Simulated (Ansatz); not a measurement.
Abridged output of a molecular run in Ansatz:

```
Functional definition: HF
1686 factors; integrals over basis functions are off by at most 1.1e-3 eV
mean field evaluation 1: about -57029.1329 eV, gradient 4.3e1 eV
mean field evaluation 2: about -57029.3186 eV, gradient 4.3e1 eV
mean field evaluation 4: about -57034.3698 eV, gradient 4.5e0 eV
mean field evaluation 8: about -57034.4676 eV, gradient 4.2e-1 eV
mean field evaluation 16: about -57034.4694 eV, gradient 1.4e-6 eV
mean field -57034.46944703 eV, -2095.9780928263 hartree, gradient 1.4e-6 eV, S^2 0.000000; 1 other end points of the search recorded, 0 dependent functions left out; unrestricted orbitals would lower it
13 core orbitals not correlated: weight in the atoms' cores, before any rotation towards them, 1.000 or more for the frozen orbitals, at most 0.000 for the correlated occupied ones
reference -57034.46944703 eV, -2095.9780928263 hartree; 19, 19 occupied and 252, 252 virtual orbitals, 1686 factors
second order -25.60973628 eV of doubles, -0.00000000 eV of singles
cycle   1  -25.78982774 eV  change   -1.8e-1 eV  update   1.2e-1
cycle   2  -26.57698418 eV  change   -7.9e-1 eV  update   3.9e-2
cycle   3  -26.72046936 eV  change   -1.4e-1 eV  update   2.0e-2
cycle   4  -26.70915660 eV  change    1.1e-2 eV  update   5.5e-3
cycle   5  -26.70839684 eV  change    7.6e-4 eV  update   3.4e-3
cycle   6  -26.70913800 eV  change   -7.4e-4 eV  update   1.4e-3
cycle   7  -26.70887224 eV  change    2.7e-4 eV  update   1.0e-3
cycle   8  -26.70885016 eV  change    2.2e-5 eV  update   4.7e-4
cycle   9  -26.70894923 eV  change   -9.9e-5 eV  update   1.9e-4
cycle  10  -26.70888620 eV  change    6.3e-5 eV  update   8.0e-5
cycle  11  -26.70889149 eV  change   -5.3e-6 eV  update   3.4e-5
perturbative correction -1.15057790 eV, -0.0422829579 hartree
Total energy: -57062.32891642 eV, -2097.0019094425 hartree
```

Its atoms:

Z-matrix (Å, degrees):
```
C
C 1 1.528
H 1 1.096 2 111.6
H 1 1.096 2 113.2 3 -120.3
H 1 1.096 2 112.2 3 118.9
Ga 2 2.076 1 111.7 3 -52.8
H 2 1.097 1 111.0 3 -179.3
H 2 1.098 1 109.3 3 64.4
N 6 2.370 2 90.3 1 -100.2
C 9 1.265 6 122.6 2 39.4
H 9 1.018 6 117.7 2 -169.9
H 10 1.089 9 118.6 6 -27.7
H 10 1.092 9 123.6 6 151.9
```

Question: Which basis set was used?
A. def2-TZVPPD
B. cc-pV(Q+d)Z
C. def2-TZVPP
D. def2-QZVPP

Answer: C. It gives 284 functions.

Question: Write the keys of the input that set method, charge and spin (a neutral closed shell needs none for the last two).

Answer: 
```yaml
correlation: {method: ccsd_t}
```
